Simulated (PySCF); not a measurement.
Orbital picture of PI

PBE0 at R = 2.384 Å; basis P cc-pV(T+d)Z, I cc-pVTZ-PP with ECP28; scalar-relativistic core potentials; PySCF 2.14. State: ³Σ⁻ (triplet), unpaired electrons π ↑↑. Only the outer orbitals are listed, counted within each symmetry, core potentials removing the inner ones.

| spin | orbital | occ. | ε (eV) | on P (%) | main shells (%) |
| --- | --- | --- | --- | --- | --- |
| α | 7σ | 1 | -20.57 | 23 | 75 I s, 19 P s |
| α | 8σ | 1 | -16.33 | 72 | 72 P s, 20 I s |
| α | 9σ | 1 | -9.70 | 48 | 50 I p, 38 P p |
| α | 4π | 1 | -9.15 | 37 | 62 I p, 36 P p |
| α | 4π | 1 | -9.15 | 37 | 62 I p, 36 P p |
| α | 5π | 1 | -6.72 | 63 | 62 P p, 36 I p |
| α | 5π | 1 | -6.72 | 63 | 62 P p, 36 I p |
| α | 10σ | 0 | -1.63 | 57 | 58 P p, 41 I p |
| α | 11σ | 0 | 3.20 | 9 | 75 I s, 11 I d |
| α | 6π | 0 | 4.76 | 51 | 48 P d, 47 I d |
| β | 7σ | 1 | -20.18 | 15 | 84 I s, 10 P s |
| β | 8σ | 1 | -14.50 | 72 | 72 P s, 14 I p, 13 I s |
| β | 9σ | 1 | -9.18 | 51 | 47 I p, 36 P p, 14 P s |
| β | 4π | 1 | -8.37 | 11 | 89 I p, 9 P p |
| β | 4π | 1 | -8.37 | 11 | 89 I p, 9 P p |
| β | 5π | 0 | -2.99 | 87 | 87 P p, 10 I p |
| β | 5π | 0 | -2.99 | 87 | 87 P p, 10 I p |
| β | 10σ | 0 | -1.11 | 60 | 60 P p, 38 I p |

Which are the highest filled and the lowest empty level, where do they sit, and how wide is the gap?

Highest filled α 5π at -6.72 eV (in %: 62 P p, 36 I p); lowest empty β 5π at -2.99 eV (in %: 87 P p, 10 I p); the gap at PBE0 is 3.73 eV. Both belong to one degenerate shell, split only by its one-sided filling, so this is no excitation gap.

| Item | Value |
| --- | --- |
| bond order (Mayer) | 1.39 |
| ⟨S²⟩ | 2.009 |
| charge on P (Mulliken, basis-dependent) | -0.02 |
| charge on P (Löwdin, basis-dependent) | -0.05 |
| dipole moment (positive dipole means P(−)I(+)) | 0.03 D |
| polarisability along the bond | 80.7 bohr³ |
| polarisability across the bond | 37.8 bohr³ |

Spin–orbit coupling is left out. The state was picked by a PBE0 search and need not be the measured ground state.
